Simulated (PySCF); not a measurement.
C₄H₉O₂ (SMILES [CH2]OCCOC), doublet, at a GFN2-xTB geometry; DF-M062X/LANL2DZ (PySCF).

PySCF was given this input:
```python
from pyscf import gto, scf, dft

mol = gto.Mole()
mol.atom = '''
    C     2.77665086    0.36707987   -0.36741398
    O     1.48404089    0.59626067   -0.00898571
    C     0.79265986   -0.50133145    0.53286416
    C    -0.67553091   -0.12856163    0.70659177
    O    -1.34980012   -0.35924637   -0.50587503
    C    -2.68826857    0.06159436   -0.48012240
    H     3.28799376   -0.49988360    0.01013616
    H     3.30837259    1.25198531   -0.65175762
    H     1.22965214   -0.77247067    1.50583187
    H     0.86002529   -1.36689995   -0.13892640
    H    -0.74368447    0.93182852    0.99097054
    H    -1.12315578   -0.73615109    1.50953134
    H    -3.25728402   -0.46832197    0.29485327
    H    -3.10500220   -0.16913098   -1.45802687
    H    -2.76391114    1.14024317   -0.29524372
'''
mol.basis = 'lanl2dz'
mol.spin = 1
mol.verbose = 5
mol.build()

mf = dft.UKS(mol)
mf.xc = 'm062x'
mf = mf.density_fit(auxbasis='def2-universal-jkfit')
mf.kernel()
mf.analyze()
```

It wrote (shortened):

```
PySCF version 2.14.0

[INPUT] verbose = 5
[INPUT] max_memory = 4000
[INPUT] num. atoms = 15
[INPUT] num. electrons = 49
[INPUT] charge = 0
[INPUT] spin (= nelec alpha-beta = 2S) = 1
[INPUT] symmetry False subgroup None
[INPUT] Mole.unit = angstrom
[INPUT] Symbol           X                Y                Z      unit          X                Y                Z       unit  Magmom
[...]
[INPUT] ---------------- BASIS SET ----------------
[INPUT] l, kappa, [nprim/nctr], expnt,             c_1 c_2 ...
[INPUT] O
[...]
                                1176              0.008968
                                273.2             0.042868
                                81.17             0.14393
                                27.18             0.35563
                                9.532             0.461248
                                3.414             0.140206
[...]
                                0.9398            1.056914
[...]
                                7.904             0.1242
                                2.305             0.394714
                                0.7171            0.627376
[...]
[INPUT] H
[...]
                                2.8987            0.231204
                                0.6535            0.817226
[...]
[INPUT] C
[...]
                                634.9             0.009342
                                146.1             0.045452
                                42.5              0.154657
                                14.19             0.358866
                                5.148             0.438632
                                1.967             0.145918
[...]
                                0.4962            1.060091
[...]
                                3.986             0.115436
                                1.143             0.386188
                                0.3594            0.640114
[...]
nuclear repulsion = 247.039224374056
number of shells = 48
number of NR pGTOs = 186
number of NR cGTOs = 72
basis = lanl2dz
ecp = {}

******** <class 'pyscf.df.df_jk.DFUKS'> ********
method = DFUKS
initial guess = minao
damping factor = 0
level_shift factor = 0
DIIS = <class 'pyscf.scf.diis.CDIIS'>
diis_start_cycle = 1
diis_space = 8
diis_damp = 0
SCF conv_tol = 1e-09
SCF conv_tol_grad = None
SCF max_cycles = 50
direct_scf = False
number electrons alpha = 25  beta = 24
XC library pyscf.dft.libxc version 7.1.2
    S. Lehtola, C. Steigemann, M. J. T. Oliveira, and M. A. L. Marques,  SoftwareX 7, 1–5 (2018)
XC functionals = m062x
    Y. Zhao and D. G. Truhlar,  Theor. Chem. Acc. 120, 215 (2008)
    Y. Zhao and D. G. Truhlar,  Theor. Chem. Acc. 120, 215 (2008)
radial grids:
    Treutler-Ahlrichs [JCP 102, 346 (1995); DOI:10.1063/1.469408] (M4) radial grids

becke partition: Becke, JCP 88, 2547 (1988); DOI:10.1063/1.454033
pruning grids: <function nwchem_prune>
grids dens level: 3
symmetrized grids: False
atomic radii adjust function: <function treutler_atomic_radii_adjust>
small_rho_cutoff = 0
Set gradient conv threshold to 3.16228e-05
atom C rad-grids = 75, ang-grids = [ 50  50  50  50  50  50  50  50  50  50  50  50  50  50  50  50  50  50
  50  50  50  50  86  86  86  86  86  86  86  86  86  86 266 266 266 266
 266 266 302 302 302 302 302 302 302 302 302 302 302 302 302 302 302 302
 302 302 302 302 266 266 266 266 266 266 266 266 266 266 266 266 266 266
 266 266 266]
atom O rad-grids = 75, ang-grids = [ 50  50  50  50  50  50  50  50  50  50  50  50  50  50  50  50  50  50
  50  50  50  50  50  86  86  86  86  86  86  86  86  86 266 266 266 266
 266 266 266 302 302 302 302 302 302 302 302 302 302 302 302 302 302 302
 302 302 302 302 302 266 266 266 266 266 266 266 266 266 266 266 266 266
 266 266 266]
atom H rad-grids = 50, ang-grids = [ 50  50  50  50  50  50  50  50  50  50  50  50  50  50  50  86  86  86
  86 266 266 266 266 266 302 302 302 302 302 302 302 302 302 302 302 302
 302 266 266 266 266 266 266 266 266 266 266 266 266 266]
[...]
converged SCF energy = -308.006270895968  <S^2> = 0.75436289  2S+1 = 2.0043581
Total Energy =                        -308.006270895967532
[...]
spin_pop of  0 C 3pz       0.01230
spin_pop of  1 O 1s       -0.00000
spin_pop of  1 O 2s        0.00427
spin_pop of  1 O 3s        0.00012
spin_pop of  1 O 2px      -0.00444
spin_pop of  1 O 2py       0.01622
spin_pop of  1 O 2pz       0.13257
spin_pop of  1 O 3px       0.00021
spin_pop of  1 O 3py       0.00010
spin_pop of  1 O 3pz       0.00104
spin_pop of  2 C 1s       -0.00000
spin_pop of  2 C 2s       -0.00120
spin_pop of  2 C 3s        0.00003
spin_pop of  2 C 2px      -0.00157
spin_pop of  2 C 2py      -0.00365
spin_pop of  2 C 2pz      -0.00284
spin_pop of  2 C 3px       0.00011
spin_pop of  2 C 3py       0.00019
spin_pop of  2 C 3pz       0.00004
spin_pop of  3 C 1s       -0.00000
spin_pop of  3 C 2s       -0.00017
spin_pop of  3 C 3s       -0.00000
spin_pop of  3 C 2px      -0.00023
spin_pop of  3 C 2py       0.00028
spin_pop of  3 C 2pz       0.00006
spin_pop of  3 C 3px      -0.00001
spin_pop of  3 C 3py      -0.00002
spin_pop of  3 C 3pz      -0.00001
spin_pop of  4 O 1s       -0.00000
spin_pop of  4 O 2s       -0.00001
spin_pop of  4 O 3s       -0.00000
spin_pop of  4 O 2px       0.00005
spin_pop of  4 O 2py       0.00032
spin_pop of  4 O 2pz      -0.00005
spin_pop of  4 O 3px       0.00002
spin_pop of  4 O 3py      -0.00000
spin_pop of  4 O 3pz       0.00000
spin_pop of  5 C 1s       -0.00000
spin_pop of  5 C 2s       -0.00001
spin_pop of  5 C 3s        0.00000
spin_pop of  5 C 2px      -0.00002
spin_pop of  5 C 2py      -0.00002
spin_pop of  5 C 2pz      -0.00000
spin_pop of  5 C 3px      -0.00000
spin_pop of  5 C 3py      -0.00000
spin_pop of  5 C 3pz       0.00000
spin_pop of  6 H 1s       -0.02734
spin_pop of  6 H 2s        0.00042
spin_pop of  7 H 1s       -0.02900
spin_pop of  7 H 2s        0.00056
spin_pop of  8 H 1s        0.00849
spin_pop of  8 H 2s        0.00011
spin_pop of  9 H 1s        0.00866
spin_pop of  9 H 2s        0.00022
spin_pop of  10 H 1s       -0.00018
spin_pop of  10 H 2s        0.00001
spin_pop of  11 H 1s       -0.00046
spin_pop of  11 H 2s        0.00000
spin_pop of  12 H 1s        0.00001
spin_pop of  12 H 2s       -0.00000
spin_pop of  13 H 1s       -0.00000
spin_pop of  13 H 2s       -0.00000
spin_pop of  14 H 1s        0.00003
spin_pop of  14 H 2s        0.00000
 ** Mulliken Spin Density (per atom)  **
spin density of  0 C =      0.89708
spin density of  1 O =      0.15009
spin density of  2 C =     -0.00889
spin density of  3 C =     -0.00010
spin density of  4 O =      0.00032
spin density of  5 C =     -0.00005
spin density of  6 H =     -0.02692
spin density of  7 H =     -0.02844
spin density of  8 H =      0.00860
spin density of  9 H =      0.00888
spin density of  10 H =     -0.00017
spin density of  11 H =     -0.00046
spin density of  12 H =      0.00001
spin density of  13 H =     -0.00000
spin density of  14 H =      0.00003
 ** Mulliken pop alpha/beta on meta-lowdin orthogonal AOs **
 ** Mulliken pop       alpha | beta **
In total            25.00000 | 24.00000
 ** Mulliken atomic charges   ( Nelec_alpha | Nelec_beta ) **
charge of  0C =     -0.15530  (     3.52619      2.62911 )
charge of  1O =     -0.31431  (     4.23220      4.08211 )
charge of  2C =      0.00999  (     2.99056      2.99945 )
charge of  3C =      0.01136  (     2.99427      2.99437 )
charge of  4O =     -0.40137  (     4.20085      4.20052 )
charge of  5C =     -0.11387  (     3.05691      3.05696 )
charge of  6H =      0.10702  (     0.43303      0.45995 )
charge of  7H =      0.13089  (     0.42034      0.44878 )
charge of  8H =      0.09741  (     0.45560      0.44700 )
charge of  9H =      0.11726  (     0.44581      0.43693 )
charge of  10H =      0.10399  (     0.44792      0.44809 )
charge of  11H =      0.08926  (     0.45514      0.45560 )
charge of  12H =      0.09231  (     0.45385      0.45384 )
charge of  13H =      0.12844  (     0.43578      0.43578 )
charge of  14H =      0.09694  (     0.45155      0.45152 )
Dipole moment(X, Y, Z, Debye): -0.83730, -0.71179,  2.22969
```
